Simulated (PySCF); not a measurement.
C₂H₄, charge +1, doublet, geometry from GFN2-xTB (a state made from the parent by changing its charge; the spin is typed, not shown lowest). Base run: DF-R2SCAN/def2-SVP (PySCF).

Here is a job for PySCF.
```python
from pyscf import gto, scf, dft

mol = gto.M(
    atom='''
C    -0.65225698   -0.04060582    0.00295843
C     0.65225698    0.04060582   -0.00295843
H    -1.33013860    0.73875621    0.37284167
H    -1.23155843   -0.89823292   -0.36122265
H     1.33677212   -0.81125790    0.09455829
H     1.22492491    0.97073461   -0.10617731
''',
    basis='def2-svp',
    charge=1,
    spin=1,
    verbose=4,
)

mf = dft.UKS(mol)
mf.xc = 'r2scan'
mf = mf.density_fit(auxbasis='def2-universal-jkfit')
mf.kernel()
```

The base run was repeated with changes; each row names its change, and settings that it needs were set with it.

| change | basis functions | E (Eh) | HOMO (eV) | core-seconds (rough) |
|---|---|---|---|---|
| base | 48 | -78.08782 | -15.67 | 8 |
| basis = STO-3G | 14 | -77.22118 | -15.64 | 4 |
| basis = 6-31G | 26 | -78.13024 | -15.57 | 5 |
| basis = pcseg-0 | 26 | -77.93530 | -15.77 | 6 |
| basis = LANL2DZ | 26 | -78.13528 | -15.61 | 4 |
| basis = pcseg-1 | 48 | -78.12855 | -15.65 | 7 |
| basis = 6-311+G(2d,p) | 78 | -78.17250 | -15.62 | 10 |
| basis = def2-TZVP | 86 | -78.17875 | -15.62 | 10 |
| basis = def2-TZVPD | 110 | -78.17886 | -15.62 | 20 |
| basis = cc-pVTZ | 116 | -78.17893 | -15.61 | 20 |
| basis = def2-TZVPP | 118 | -78.18028 | -15.62 | 20 |
| basis = def2-QZVP | 234 | -78.18502 | -15.62 | 40 |
| basis = def2-QZVPP | 234 | -78.18502 | -15.62 | 40 |

Totals compare only among sets that treat the same electrons; sets with core potentials leave the core out.

Open shells are given as the SCF converged; they aren't shown to be the lowest states, and a large step between rows can be another state.
